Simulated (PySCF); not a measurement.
State search for BeBr

Unrestricted PBE0; PySCF, no relativity, basis sets Be def2-SVP, Br def2-SVP. Outer shells of the fragments: Be 2s2; Br 3d10 4s2 4p5.

Followed along the bond (rough minima from three points):

```tsv
2Ms+1	unpaired	⟨S²⟩ at the start	R at minimum (Å)	Te (eV)
2	σ ↑	0.75	1.99	0.00
4	σ ↑, π ↑↑	3.75	none in the scan	≤ 5.55
```

Solutions found at the starting distance of 2.075 Å, counted from the lowest of them; the search is not exhaustive and high or unbound solutions are not listed, so other states can lie among these:

| 2Ms+1 | unpaired | term | E (eV) | ⟨S²⟩ | ⟨Lz²⟩ | μ (D) |
| --- | --- | --- | --- | --- | --- | --- |
| 2 | σ ↑ | ²Σ⁺ | 0.00 | 0.75 | 0.00 | -1.13 |
| 2 | π ↑ | ²Π | 3.01 | 0.76 | 1.00 | -3.63 |
| 2 | π ↑ | ²Π | 5.01 | 0.75 | 1.00 | 5.38 |
| 4 | σ ↑, π ↑↑ | mixed | 5.75 | 3.75 | 2.00 | 4.32 |
| 4 | σ ↑, π ↑↑ | mixed | 5.95 | 3.75 | 2.00 | 4.31 |
| 4 | σ ↑↑, π ↑ | ⁴Π | 7.29 | 3.75 | 1.00 | 3.90 |
| 4 | σ ↑↑, π ↑ | ⁴Π | 8.46 | 3.75 | 1.01 | 2.67 |

A term symbol is given only where ⟨S²⟩ and ⟨Lz²⟩ are close to those of a pure state; real π, δ and φ orbitals otherwise mix terms. A positive dipole means Be(−)Br(+).

Spin–orbit coupling is left out. Counting both spins, an empty level lies below a filled one in some of these solutions, because spin and occupation are held.
